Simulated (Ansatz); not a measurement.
CH4ClFGe, SMILES `F[CH2][GeH2][Cl]`, relaxed with RKS PBE-D4/def2-SVP in the Gaussian-basis code of Ansatz from a rough embedded geometry. The force threshold is 0.03 eV/Å; the program also tests the step.

Charge 0, multiplicity 1.

Start:

```xyz
8

F    -1.475   -0.873   -0.877
C    -0.700    0.248   -0.750
Ge    0.575   -0.102    0.657
Cl    1.846   -1.696    0.198
H    -0.130    0.484   -1.681
H    -1.351    1.124   -0.486
H     1.435    1.196    0.932
H    -0.201   -0.381    2.006
```

**Question.** How much energy does the relaxation release, and in how many steps? (Estimate.)

**Answer.** The calculation gave: 16.07 kJ/mol, in 6 steps.

**Question.** Which bonds change most? (Best estimate.)

**Answer.** Ansatz gave: Ge3–Cl4 from 2.090 to 2.183 Å; C2–Ge3 from 1.931 to 1.983 Å; Ge3–H8 from 1.581 to 1.548 Å; Ge3–H7 from 1.581 to 1.552 Å.

**Question.** Give the relaxed structure. (An estimate is asked.)

**Answer.** Ansatz gave: 
```xyz
8

F    -1.603   -0.808   -0.832
C    -0.710    0.246   -0.758
Ge    0.561   -0.043    0.737
Cl    1.927   -1.642    0.154
H    -0.145    0.333   -1.713
H    -1.263    1.199   -0.589
H     1.418    1.227    0.990
H    -0.185   -0.512    2.010
```
